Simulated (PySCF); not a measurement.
Si: excitation energy

Si [Ne] 3s2 3p2 (3P) → Si [Ne] 3s2 3p1 3d1 (high-spin determinant), as a difference of total energies. Computed with PySCF 2.14 in aug-cc-pVTZ-DK (6s5p3d2f, 50 functions), with the spin-free X2C one-electron Hamiltonian (Gaussian nucleus). Correlated levels: valence: [Ne] frozen. The calculations carry no spin-orbit coupling.

```
           method  excitation energy (eV)
              UHF                   6.773
              LDA                   6.351
              PBE                   6.267
             PBE0                   6.484
           r2SCAN                   6.623
          wB97M-V                   6.573
            B97-3                   6.450
            wB97X                   6.906
          LC-wPBE                   6.993
    MP2 (valence)                   6.819
SCS-MP2 (valence)                   6.788
```

**Question.** How much does correlation contribute at MP2 (valence)?

**Answer.** 6.819 − (6.773) = 0.046 eV, measured against UHF.

The promoted electron is Rydberg-like, and one or two diffuse shells describe it only roughly, which tends to raise the upper state.

In the upper state the promoted electron has a positive orbital energy at LDA, r2SCAN, so the basis confines it.

The determinant of the upper state mixes LS terms, which raises its energy above the lowest term, most at the Hartree-Fock and MP2 levels.
